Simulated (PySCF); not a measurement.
The vertical singlet excitations below were computed for one of the candidates. Method: TDDFT wB97X-D/def2-SVPD, vertical, gas phase, core orbitals frozen in the response in PySCF. Geometries: GFN2-xTB, one conformer each.

| state | E (eV) | f |
| --- | --- | --- |
| S1 | 4.00 | 0.0039 |
| S2 | 4.31 | 0.0014 |
| S3 | 4.86 | 0.071 |
| S4 | 5.17 | 0.180 |
| S5 | 5.64 | 0.012 |
| S6 | 5.97 | 0.0028 |
| S7 | 6.40 | 0.166 |
| S8 | 6.98 | 0.326 |

Triplets computed (Tamm–Dancoff): 3.25, 3.68, 3.86 eV.

Orbital energies (eV): HOMO-3 -10.46, HOMO-2 -10.38, HOMO-1 -8.90, HOMO -8.89, LUMO -0.01, LUMO+1 0.48, LUMO+2 2.32.

**Question.** Which structure fits?
A. `NP1CCC(=O)CC1`
B. `CC1=NC=PC=C1`
C. `CC[P@@H](=O)CCC#N`

**Answer.** B. Its S1, at 4.00 eV, is the lowest among the candidates; the nearest of the others has S1 at 4.38 eV. S1 is HOMO→LUMO (96%). Löwdin shares by element: HOMO (one of a set within 0.03 eV) nitrogen 46%, phosphorus 22%, carbon 18% or more; LUMO carbon 46% or more, phosphorus 34% (atoms not listed hold the other 20%). At the same level the other candidates give, for their lowest levels:
- `CC[P@@H](=O)CCC#N`: 7.54 eV (f 0.010); 7.61 eV (f 0.015); 7.76 eV (f 0.002); 7.85 eV (f 0.010); 7.88 eV (f 0.015); T1 6.60 eV; HOMO -9.90, LUMO 1.85 eV
- `NP1CCC(=O)CC1`: 4.38 eV (f 0.000); 6.16 eV (f 0.010); 6.53 eV (f 0.049); 6.59 eV (f 0.041); 6.88 eV (f 0.010); T1 3.84 eV; HOMO -8.87, LUMO 1.25 eV
